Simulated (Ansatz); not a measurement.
The cluster Be₂Te₂, relaxed as a quintet with UKS PBE0-D4/def2-TZVP in Ansatz, starting from the PBE0-D4/def2-TZVP geometry of the neutral singlet. Force threshold 0.02 eV/Å.

In the def2 sets Te takes a core potential; there is no spin–orbit coupling. At PBE0-D4/def2-TZVP a singlet of charge 0 lies 4.81 eV below the quintet, each at its own geometry. The structure comes from a short search, and lower isomers may exist.

Start:

```xyz
4

Be   -0.402   -0.630   -0.729
Be    0.402    0.630    0.729
Te    1.828   -0.246   -0.796
Te   -1.828    0.246    0.796
```

(1) Estimate the energy that the relaxation releases and the steps that it takes.

(2) Does the start keep its bonding and symmetry?

(3) Predict the relaxed structure.

Results:

(1) 23.8 kcal/mol, in 12 steps; 27 s on 4 threads of Arm Neoverse V1 on a shared host. The force fell under the threshold at step 6, but the optimiser went on and released 0.130 eV more. No frequencies were taken in this run, so the end may be a saddle point.

(2) By distances, no bond broke or formed, bridged metal pairs apart. The bond that changes most is Be2–Te3, from 2.26 to 2.48 Å (atoms count from 1). A close non-bonded pair moves further: Be1–Be2, from 2.09 to 2.84 Å. Metal–metal contacts that move far: Be1–Be2 2.09 to 2.84 Å. Point group D2h at the start, C2v at the end, both within 0.05 Å.

(3) 
Cartesian coordinates in Å:
```
Be -0.607 -0.550 -1.224
Be 0.487 1.164 0.760
Te 1.766 -0.536 -0.510
Te -1.646 -0.077 0.975
```
Bond lengths (bridged metal pairs left out): 4 × Be–Te 2.48 Å.
